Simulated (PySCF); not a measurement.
A thermochemical cycle for ZnF

MP2 in PySCF with x2c-SVPall on every atom, spin-free X2C, for the lowest determinant that a PBE0 search found; no spin–orbit coupling. ZnF, a doublet (σ ↑), has De = 3.07 eV to neutral atoms, and ZnF⁺, a singlet (closed shell), has De = 2.95 eV to Zn⁺ + F.

At the same level the Zn atom ionises at 8.77 eV.

Q: What is the adiabatic ionisation energy of the molecule, and does ionisation strengthen or weaken the bond?

A: IE = IE(Zn) + De(neutral) − De(ion) = 8.77 + 3.07 − 2.95 = 8.89 eV. De changes by -0.12 eV, so ionisation weakens the bond.

Correlated steps freeze 6 core orbitals. Correlated levels converge slowly with the basis: in double zeta they bind strong bonds too weakly, by up to about 1 eV, and carry superposition errors of some tenths. For an ion De counts to the pair picked by the measured ionisation energies or electron affinities, which need not be the lowest pair at this level. Where the molecule has an RHF reference, its open-shell atoms are computed with UHF. States were picked by a PBE0 search and need not be the measured ground states.
